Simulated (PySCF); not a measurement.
Computed properties of C4H3FSi, SMILES C#C[SiH](F)C#C

Si(CCH)2(F)(H) (C4H3FSi), SMILES C#C[SiH](F)C#C. The structure is a stationary point at ωB97X-D3(BJ)/def2-SVP. This is a generated structure with no PubChem entry under its InChIKey; it may be hypothetical. The values are those of a single conformer. All values are computed for the isolated molecule unless a solvent is named; none is compared with measurement here.

**Structure.** The optimised structure has Cs symmetry. All 21 harmonic modes at ωB97X-D3(BJ)/def2-SVP (PySCF) are real, so it is a minimum. With heavy atoms numbered as in [SiH:1]([F:2])([C:3]#[CH:4])[C:5]#[CH:6], the shortest bond between them is C3–C4 at 1.214 Å and the longest Si1–C5 at 1.829 Å.

**Vibrations.** The strongest infrared lines (harmonic, unscaled, degenerate partners summed) lie at 841 cm⁻¹ (330 km/mol, H 79 %, Si 16 %), 930 cm⁻¹ (256 km/mol, Si 46 %, F 39 %, H 13 %), 2204 cm⁻¹ (110 km/mol, C 90 %, H 10 %). The softest mode is at 94 cm⁻¹ and the zero-point energy is 32.2 kcal/mol.

**Electronic structure.** HF/def2-TZVP (PySCF) places the frontier levels at -11.14 and 2.26 eV, a gap of 13.40 eV, and gives a dipole moment of 2.26 D and a mean polarisability of 60.2 bohr³. PBE/def2-TZVP (PySCF) at the same geometry gives -7.29 and -2.18 eV, so its gap is 8.29 eV narrower. An orbital gap is neither the optical nor the fundamental gap.

**Excitations.** TDA-M06-2X/def2-SVPD (PySCF) has S1 at 5.44 eV (228 nm, f = 0.000, dark); the most intense of the 10 singlets computed lies at 8.07 eV (f = 0.15). T1 (TDA) is at 4.99 eV, 0.45 eV under S1. TDA-PBE/def2-SVPD (PySCF) puts S1 at 5.24 eV. No vertical singlet excitation falls in the visible range (under 3.1 eV).

**NMR.** GIAO shifts at PBE0/pcSseg-1 (PySCF) (non-relativistic, atoms alike by connectivity averaged): ¹³C from 86.5 to 105.5 ppm against TMS; ¹H from 2.8 to 5.2 ppm against TMS; ²⁹Si at -49.7 ppm against TMS; ¹⁹F at -189.1 ppm against CFCl3.
